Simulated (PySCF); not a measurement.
C$_{6}$H$_{13}$O$_{3}$, doublet, at a GFN2-xTB geometry; R2SCAN/STO-3G (PySCF).

PySCF was given this input:
```python
from pyscf import gto, scf, dft

mol = gto.M(
    atom='''
C     3.95458458    0.54005173   -0.81426712
O     3.29792334   -0.57265350   -0.38070668
C     1.89713087   -0.51733289   -0.42104482
C     1.34177247    0.39623132    0.69245898
O    -0.03291691    0.64742175    0.57505320
C    -0.86611075   -0.41172288    0.99382332
C    -2.31785136    0.00564987    0.78912803
O    -2.69696075   -0.29665777   -0.53153265
C    -3.98335874    0.16411432   -0.85195788
H     5.02065834    0.43022957   -0.80922714
H     3.46792314    1.18958572   -1.52169950
H     1.54282694   -0.13816912   -1.38924016
H     1.55389367   -1.54621178   -0.28827200
H     1.58253291   -0.03664954    1.67449105
H     1.83172198    1.37115222    0.60795202
H    -0.68199352   -0.63029977    2.05681713
H    -0.68348550   -1.31910175    0.40591165
H    -2.40591963    1.08491275    0.97854974
H    -2.96680410   -0.53149007    1.49921393
H    -4.04986877    1.25548999   -0.76307065
H    -4.17069644   -0.12835266   -1.88287971
H    -4.74215675   -0.28792824   -0.19990064
''',
    basis='sto-3g',
    spin=1,
    verbose=4,
    symmetry=True,
)

mf = dft.UKS(mol)
mf.xc = 'r2scan'
mf.kernel()
mf.analyze()
```

Output, abridged:

```
PySCF version 2.14.0

[INPUT] verbose = 4
[INPUT] num. atoms = 22
[INPUT] num. electrons = 73
[INPUT] charge = 0
[INPUT] spin (= nelec alpha-beta = 2S) = 1
[INPUT] symmetry True subgroup None
[INPUT] Mole.unit = angstrom
[INPUT] Symbol           X                Y                Z      unit          X                Y                Z       unit  Magmom
[...]
nuclear repulsion = 467.712580201985
point group symmetry = C1
symmetry origin: [0. 0. 0.]
symmetry axis x: [1. 0. 0.]
symmetry axis y: [0. 1. 0.]
symmetry axis z: [0. 0. 1.]
num. orbitals of irrep A = 58
number of shells = 40
number of NR pGTOs = 174
number of NR cGTOs = 58
basis = sto-3g
ecp = {}

******** <class 'pyscf.dft.uks.UKS'> ********
method = UKS
initial guess = minao
damping factor = 0
level_shift factor = 0
DIIS = <class 'pyscf.scf.diis.CDIIS'>
diis_start_cycle = 1
diis_space = 8
diis_damp = 0
SCF conv_tol = 1e-09
SCF conv_tol_grad = None
SCF max_cycles = 50
direct_scf = True
direct_scf_tol = 1e-13
number electrons alpha = 37  beta = 36
XC library pyscf.dft.libxc version 7.1.2
    S. Lehtola, C. Steigemann, M. J. T. Oliveira, and M. A. L. Marques,  SoftwareX 7, 1–5 (2018)
XC functionals = r2scan
    J. W. Furness, A. D. Kaplan, J. Ning, J. P. Perdew, and J. Sun,  J. Phys. Chem. Lett. 11, 8208–8215 (2020)
    J. W. Furness, A. D. Kaplan, J. Ning, J. P. Perdew, and J. Sun,  J. Phys. Chem. Lett. 11, 9248–9248 (2020)
    J. W. Furness, A. D. Kaplan, J. Ning, J. P. Perdew, and J. Sun,  J. Phys. Chem. Lett. 11, 8208–8215 (2020)
    J. W. Furness, A. D. Kaplan, J. Ning, J. P. Perdew, and J. Sun,  J. Phys. Chem. Lett. 11, 9248–9248 (2020)
radial grids:
    Treutler-Ahlrichs [JCP 102, 346 (1995); DOI:10.1063/1.469408] (M4) radial grids

becke partition: Becke, JCP 88, 2547 (1988); DOI:10.1063/1.454033
pruning grids: <function nwchem_prune>
grids dens level: 3
symmetrized grids: True
atomic radii adjust function: <function treutler_atomic_radii_adjust>
small_rho_cutoff = 0
Set gradient conv threshold to 3.16228e-05
tot grids = 254464
init E= -456.835569709928

cycle= 1 E= -455.726487849741  delta_E= 1.11  |g|= 0.442  |ddm|= 4.14
cycle= 2 E= -455.611979531659  delta_E= 0.115  |g|= 0.644  |ddm|= 1.51
cycle= 3 E= -455.855493662581  delta_E= -0.244  |g|= 0.0415  |ddm|= 0.894
cycle= 4 E= -455.856299681996  delta_E= -0.000806  |g|= 0.0226  |ddm|= 0.0835
cycle= 5 E= -455.85660167429  delta_E= -0.000302  |g|= 0.00791  |ddm|= 0.0385
cycle= 6 E= -455.85664121771  delta_E= -3.95e-05  |g|= 0.00132  |ddm|= 0.0111
cycle= 7 E= -455.856642815801  delta_E= -1.6e-06  |g|= 0.000784  |ddm|= 0.00346
cycle= 8 E= -455.856643245469  delta_E= -4.3e-07  |g|= 0.000179  |ddm|= 0.00142
cycle= 9 E= -455.85664326612  delta_E= -2.07e-08  |g|= 6.37e-05  |ddm|= 0.00033
cycle= 10 E= -455.85664326863  delta_E= -2.51e-09  |g|= 1.43e-05  |ddm|= 9.72e-05
cycle= 11 E= -455.856643268775  delta_E= -1.46e-10  |g|= 6.69e-06  |ddm|= 3.33e-05
Extra cycle  E= -455.856643268772  delta_E= 3.64e-12  |g|= 7.79e-06  |ddm|= 2.11e-05
converged SCF energy = -455.856643268772  <S^2> = 0.75253011  2S+1 = 2.0025285
**** SCF Summaries ****
Total Energy =                        -455.856643268771620
Nuclear Repulsion Energy =             467.712580201984622
One-electron Energy =                -1551.172450289858034
Two-electron Energy =                  627.603226819101792
Two-electron Coulomb Energy =          690.758479697101052
DFT Exchange-Correlation Energy =      -63.155252877999246
**** MO energy ****
                             alpha | beta                alpha | beta
[...]
To work with the spin densities directly, `use mulliken_meta_spin()` only printing them here.

 ** Mulliken spin pop alpha/beta on meta-lowdin orthogonal AOs **
 ** Mulliken Spin Density (per AO)  **
spin_pop of  0 C 1s       -0.00002
spin_pop of  0 C 2s        0.06596
spin_pop of  0 C 2px       0.02817
spin_pop of  0 C 2py       0.24632
spin_pop of  0 C 2pz       0.50074
spin_pop of  1 O 1s       -0.00000
spin_pop of  1 O 2s        0.00529
[...]
spin_pop of  2 C 2pz      -0.00173
spin_pop of  3 C 1s       -0.00000
spin_pop of  3 C 2s        0.00139
spin_pop of  3 C 2px       0.00049
spin_pop of  3 C 2py       0.00930
spin_pop of  3 C 2pz       0.00437
spin_pop of  4 O 1s       -0.00000
spin_pop of  4 O 2s        0.00008
spin_pop of  4 O 2px      -0.00003
spin_pop of  4 O 2py       0.00165
spin_pop of  4 O 2pz       0.00160
spin_pop of  5 C 1s        0.00000
spin_pop of  5 C 2s       -0.00001
spin_pop of  5 C 2px       0.00000
spin_pop of  5 C 2py      -0.00004
spin_pop of  5 C 2pz      -0.00001
spin_pop of  6 C 1s       -0.00000
spin_pop of  6 C 2s       -0.00001
spin_pop of  6 C 2px      -0.00003
spin_pop of  6 C 2py       0.00000
spin_pop of  6 C 2pz      -0.00000
spin_pop of  7 O 1s       -0.00000
spin_pop of  7 O 2s       -0.00000
spin_pop of  7 O 2px       0.00000
spin_pop of  7 O 2py       0.00000
spin_pop of  7 O 2pz       0.00000
spin_pop of  8 C 1s       -0.00000
spin_pop of  8 C 2s       -0.00000
spin_pop of  8 C 2px      -0.00000
spin_pop of  8 C 2py      -0.00000
spin_pop of  8 C 2pz      -0.00000
spin_pop of  9 H 1s       -0.02844
spin_pop of  10 H 1s       -0.02443
spin_pop of  11 H 1s        0.00491
spin_pop of  12 H 1s        0.00037
spin_pop of  13 H 1s       -0.00073
spin_pop of  14 H 1s       -0.00135
spin_pop of  15 H 1s        0.00008
spin_pop of  16 H 1s        0.00015
spin_pop of  17 H 1s       -0.00000
spin_pop of  18 H 1s       -0.00001
spin_pop of  19 H 1s        0.00000
spin_pop of  20 H 1s       -0.00000
spin_pop of  21 H 1s        0.00000
 ** Mulliken Spin Density (per atom)  **
spin density of  0 C =      0.84117
spin density of  1 O =      0.19948
spin density of  2 C =     -0.00996
spin density of  3 C =      0.01555
spin density of  4 O =      0.00330
spin density of  5 C =     -0.00006
spin density of  6 C =     -0.00003
spin density of  7 O =      0.00001
spin density of  8 C =     -0.00000
spin density of  9 H =     -0.02844
spin density of  10 H =     -0.02443
spin density of  11 H =      0.00491
spin density of  12 H =      0.00037
spin density of  13 H =     -0.00073
spin density of  14 H =     -0.00135
spin density of  15 H =      0.00008
spin density of  16 H =      0.00015
spin density of  17 H =     -0.00000
spin density of  18 H =     -0.00001
spin density of  19 H =      0.00000
spin density of  20 H =     -0.00000
spin density of  21 H =      0.00000
 ** Mulliken pop alpha/beta on meta-lowdin orthogonal AOs **
 ** Mulliken pop       alpha | beta **
In total            37.00000 | 36.00000
 ** Mulliken atomic charges   ( Nelec_alpha | Nelec_beta ) **
charge of  0C =     -0.11232  (     3.47674      2.63557 )
charge of  1O =     -0.07329  (     4.13639      3.93690 )
charge of  2C =     -0.00274  (     2.99639      3.00635 )
charge of  3C =     -0.00544  (     3.01049      2.99494 )
charge of  4O =     -0.14489  (     4.07409      4.07080 )
charge of  5C =      0.00140  (     2.99927      2.99933 )
charge of  6C =      0.00303  (     2.99847      2.99850 )
charge of  7O =     -0.14450  (     4.07225      4.07225 )
charge of  8C =     -0.05552  (     3.02776      3.02776 )
charge of  9H =      0.04117  (     0.46519      0.49364 )
charge of  10H =      0.03048  (     0.47254      0.49698 )
charge of  11H =      0.04541  (     0.47975      0.47484 )
charge of  12H =      0.05090  (     0.47473      0.47437 )
charge of  13H =      0.03599  (     0.48164      0.48237 )
charge of  14H =      0.05307  (     0.47279      0.47414 )
charge of  15H =      0.03523  (     0.48242      0.48235 )
charge of  16H =      0.04141  (     0.47937      0.47922 )
charge of  17H =      0.04062  (     0.47969      0.47969 )
charge of  18H =      0.03300  (     0.48349      0.48350 )
charge of  19H =      0.03703  (     0.48149      0.48149 )
charge of  20H =      0.05502  (     0.47249      0.47249 )
charge of  21H =      0.03495  (     0.48253      0.48253 )
Dipole moment(X, Y, Z, Debye): -1.51935, -0.17274,  0.66864
```
